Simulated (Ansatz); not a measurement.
One change: `[SiH3]CO[SiH2]Cl` becomes `NCO[SiH2]Cl`.

Ansatz, PBE0-D4/def2-TZVP geometries, multiplicity 1. Each molecule was computed in one conformer, which needn't be the lowest.

| property | `[SiH3]CO[SiH2]Cl` |
| --- | --- |
| size of the dipole moment (PBE/def2-TZVPP) / D | 1.09 |
| HOMO energy (B3LYP/def2-TZVPP) / eV | -8.31 |
| HOMO energy (ωB97M-V/def2-TZVPP) / eV | -10.83 |
| LUMO energy (PBE/def2-TZVPP) / eV | -0.67 |
| HOMO energy (PBE/def2-TZVPP) / eV | -7.14 |
| size of the dipole moment (ωB97M-V/def2-TZVPP) / D | 1.18 |

Task: What does the change do to each property? (An estimate is asked.)

Result: The calculation gave: 
```json
{"property": "size of the dipole moment (PBE/def2-TZVPP) / D", "`NCO[SiH2]Cl`": "1.53", "shift": "0.44"}
{"property": "HOMO energy (B3LYP/def2-TZVPP) / eV", "`NCO[SiH2]Cl`": "-7.56", "shift": "0.75"}
{"property": "HOMO energy (ωB97M-V/def2-TZVPP) / eV", "`NCO[SiH2]Cl`": "-10.24", "shift": "0.59"}
{"property": "LUMO energy (PBE/def2-TZVPP) / eV", "`NCO[SiH2]Cl`": "-0.30", "shift": "0.37"}
{"property": "HOMO energy (PBE/def2-TZVPP) / eV", "`NCO[SiH2]Cl`": "-6.32", "shift": "0.82"}
{"property": "size of the dipole moment (ωB97M-V/def2-TZVPP) / D", "`NCO[SiH2]Cl`": "1.48", "shift": "0.30"}
```

With PBE0 the HOMO rises by 0.71 eV and the LUMO rises by 0.34 eV, so the gap narrows by about 0.37 eV. PBE moves the HOMO by 0.82 eV and ωB97M-V by 0.59 eV. Dipoles are sizes alone; their direction can turn.

B3LYP here is the variant with VWN-RPA as its local correlation; programs differ in this.
